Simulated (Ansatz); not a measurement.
Two isomers of C3H8SSi: A = `CS[SiH]1CC1`, B = `C=CSC[SiH3]`.

Program: Ansatz. Geometries: PBE0-D4/def2-TZVP. ΔE: electronic, gas phase. CBS: MP2 limit from def2 TZ/QZ plus the TZ coupled-cluster correction, frozen cores. DFT in def2-TZVPP. B3LYP here is the variant with VWN-RPA as its local correlation; programs differ in this. Each species was taken in one conformer, which may not be the lowest.

A:

Z-matrix (Å, degrees):
```
C
S 1 1.819
H 1 1.090 2 106.6
H 1 1.089 2 110.9 3 118.8
H 1 1.090 2 111.2 3 -118.4
Si 2 2.109 1 100.4 3 178.8
C 6 1.846 2 120.4 1 85.9
C 6 1.841 2 117.7 1 143.2
H 6 1.480 2 115.6 1 -66.8
H 7 1.086 6 119.3 2 -150.7
H 7 1.085 6 119.2 2 -5.0
H 8 1.085 6 119.3 2 144.5
H 8 1.085 6 119.0 2 -0.4
```

B:

```xyz
13

C    -1.7173    1.8781   -0.7349
C    -1.3212    0.6797   -0.3223
S    -0.7055    0.3574    1.2774
C     0.2667   -1.1398    0.9806
Si    1.8185   -0.7995   -0.0287
H    -1.6104    2.7628   -0.1177
H    -2.1779    1.9975   -1.7079
H    -1.4305   -0.1936   -0.9602
H     0.5463   -1.5017    1.9734
H    -0.3672   -1.9092    0.5312
H     2.6685    0.1762    0.6982
H     2.5814   -2.0629   -0.2337
H     1.4487   -0.2451   -1.3554
```

(1) Which is lower in electronic energy at CCSD(T)/CBS, and by how much? (Best estimate.)

(2) Give E(B) − E(A) in kcal/mol with CCSD(T)/def2-TZVPP, ωB97M-V, B3LYP, CCSD/def2-TZVPP, B3LYP-D4, PBE-D4, B2PLYP. (An estimate is asked.)

Largest T1 diagnostic: 0.012.

## Answers

(1) The calculation gave: A, by 14.2 kcal/mol.

(2) Ansatz gave: CCSD(T)/def2-TZVPP 13.6, ωB97M-V 15.7, B3LYP 12.4, CCSD/def2-TZVPP 13.6, B3LYP-D4 11.9, PBE-D4 16.6, B2PLYP 13.3. None reverses the order clearly.

From PBE to PBE0 (25 % exact exchange), in def2-TZVPP and without D4, E(B) − E(A) moves by +1.4 kcal/mol. In def2-TZVPP, CCSD(T) changes the Hartree–Fock value by +4.5 kcal/mol (the triples alone add −0.0 kcal/mol) and MP2 by +7.1 kcal/mol.
